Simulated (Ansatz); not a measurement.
Total energies of H₃InN (`[NH2][InH]`) radical.

```xyz
5

N    -0.641   -0.459    0.264
In    0.779    0.999    0.334
H    -0.648   -1.122   -0.499
H    -0.964   -0.906    1.109
H     1.474    1.488   -1.208
```

Charge 0, multiplicity 2. Correlated methods include outer-core shells of In, which these sets cover unevenly. In: def2 effective core potential. The geometry is a stationary point of PBE0-D4/def2-TZVP. Basis def2-TZVPP, Ansatz.

RPA on PBE orbitals: Hartree–Fock energy of these orbitals -245.36762 Eh, correlation -0.75857 Eh (frozen core).

| functional | energy without D4 (Eh) | D4 term (kJ/mol) |
| --- | --- | --- |
| LDA (SPW92) | -245.88958 | – |
| PBE | -246.61325 | -6.3 |
| revPBE | -246.71793 | -17.9 |
| BLYP | -246.62050 | -13.9 |
| r2SCAN | -246.72096 | -1.3 |
| B97M-V | -246.67037 | – |
| PBE0 | -246.61387 | -5.2 |
| r2SCAN0 | -246.67790 | -1.6 |
| BHLYP | -246.56610 | -8.8 |
| CAM-B3LYP | -246.63385 | -5.4 |
| LC-ωPBE | -246.67586 | – |
| ωB97X-V | -246.63630 | – |
| ωB97M-V | -246.59802 | – |
| B2PLYP | -246.42061 | – |

(1) Give the same for B3LYP, r2SCANh, HSE06 (plane-wave form), PBE-QIDH. (Best estimate.)

B3LYP takes the VWN-RPA correlation (the form of Gaussian; ORCA's B3LYP/G). HSE06 is the plane-wave form, built on full-range PBE exchange. The double hybrids freeze the cores in their second-order part.

## Answers

(1) The calculation gave: 
```tsv
functional	energy without D4 (Eh)	D4 term (kJ/mol)
B3LYP	-246.75391	-10.3
r2SCANh	-246.70339	-1.4
HSE06 (plane-wave form)	-246.60949	-4.9
PBE-QIDH	-246.39885	–
```

LC-ωPBE has ω = 0.4 bohr⁻¹.
